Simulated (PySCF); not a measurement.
**Basis and Hamiltonian dependence of the excitation energy of Pb**

Pb [Xe] 4f14 5d10 6s2 6p2 (3P) → Pb [Xe] 4f14 5d10 6s1 6p2 7s1 (5P). Calculated with PySCF 2.14 from differences of total energies of unrestricted determinants, without spin-orbit coupling. Values in eV.

```json
{"basis": "aug-cc-pwCVDZ-PP with ECP60MDF", "Hamiltonian": "ECP", "functions": "48", "UHF": "9.705", "r2SCAN": "11.543", "PBE0": "11.425", "MP2 (valence)": "10.294", "CCSD(T) (valence)": "10.463", "CCSD(T) (valence and next inner shell)": "11.162"}
{"basis": "aug-cc-pVTZ-PP with ECP60MDF", "Hamiltonian": "ECP", "functions": "55", "UHF": "9.643", "r2SCAN": "11.509", "PBE0": "11.391", "MP2 (valence)": "10.311", "CCSD(T) (valence)": "10.471", "CCSD(T) (valence and next inner shell)": "n/a"}
{"basis": "def2-TZVPPD with the def2 core potential (60 electrons)", "Hamiltonian": "ECP", "functions": "56", "UHF": "9.706", "r2SCAN": "11.540", "PBE0": "11.428", "MP2 (valence)": "10.367", "CCSD(T) (valence)": "10.525", "CCSD(T) (valence and next inner shell)": "11.270"}
{"basis": "aug-cc-pVTZ-DK3", "Hamiltonian": "spin-free X2C", "functions": "84", "UHF": "9.662", "r2SCAN": "11.523", "PBE0": "11.385", "MP2 (valence)": "10.326", "CCSD(T) (valence)": "10.484", "CCSD(T) (valence and next inner shell)": "n/a"}
{"basis": "aug-cc-pVQZ-PP with ECP60MDF", "Hamiltonian": "ECP", "functions": "92", "UHF": "9.594", "r2SCAN": "11.487", "PBE0": "11.367", "MP2 (valence)": "10.342", "CCSD(T) (valence)": "10.481", "CCSD(T) (valence and next inner shell)": "n/a"}
{"basis": "aug-cc-pwCVTZ-PP with ECP60MDF", "Hamiltonian": "ECP", "functions": "96", "UHF": "9.630", "r2SCAN": "11.506", "PBE0": "11.387", "MP2 (valence)": "10.344", "CCSD(T) (valence)": "10.492", "CCSD(T) (valence and next inner shell)": "n/a"}
{"basis": "x2c-TZVPPall with one added diffuse shell each of s, p, d, f type", "Hamiltonian": "spin-free X2C", "functions": "99", "UHF": "9.815", "r2SCAN": "11.648", "PBE0": "11.499", "MP2 (valence)": "10.456", "CCSD(T) (valence)": "10.609", "CCSD(T) (valence and next inner shell)": "11.338"}
{"basis": "aug-cc-pVQZ-PP with one added diffuse shell each of s, p, d, f, g type with ECP60MDF", "Hamiltonian": "ECP", "functions": "117", "UHF": "9.569", "r2SCAN": "11.480", "PBE0": "11.357", "MP2 (valence)": "10.326", "CCSD(T) (valence)": "n/a", "CCSD(T) (valence and next inner shell)": "n/a"}
{"basis": "aug-cc-pVQZ-DK3", "Hamiltonian": "spin-free X2C", "functions": "118", "UHF": "9.583", "r2SCAN": "n/a", "PBE0": "n/a", "MP2 (valence)": "10.326", "CCSD(T) (valence)": "10.465", "CCSD(T) (valence and next inner shell)": "n/a"}
{"basis": "aug-cc-pwCVTZ-DK3", "Hamiltonian": "spin-free X2C", "functions": "125", "UHF": "9.649", "r2SCAN": "11.532", "PBE0": "11.386", "MP2 (valence)": "10.356", "CCSD(T) (valence)": "10.503", "CCSD(T) (valence and next inner shell)": "n/a"}
{"basis": "aug-cc-pwCVTZ-DK3 with one added diffuse shell each of s, d, f type", "Hamiltonian": "spin-free X2C", "functions": "138", "UHF": "9.553", "r2SCAN": "n/a", "PBE0": "n/a", "MP2 (valence)": "n/a", "CCSD(T) (valence)": "n/a", "CCSD(T) (valence and next inner shell)": "n/a"}
```

Frozen in the all-electron rows: valence: [Xe] 4f14 5d10; valence and next inner shell: [Kr] 4d10 4f14; with a core potential, the same shells as far as they lie outside it.

Spin-orbit coupling is strong in these open shells (close to jj coupling), so the scalar numbers refer to model states. The upper state lies above the first ionisation limit. A Rydberg-like electron needs more diffuse functions than a valence basis has.
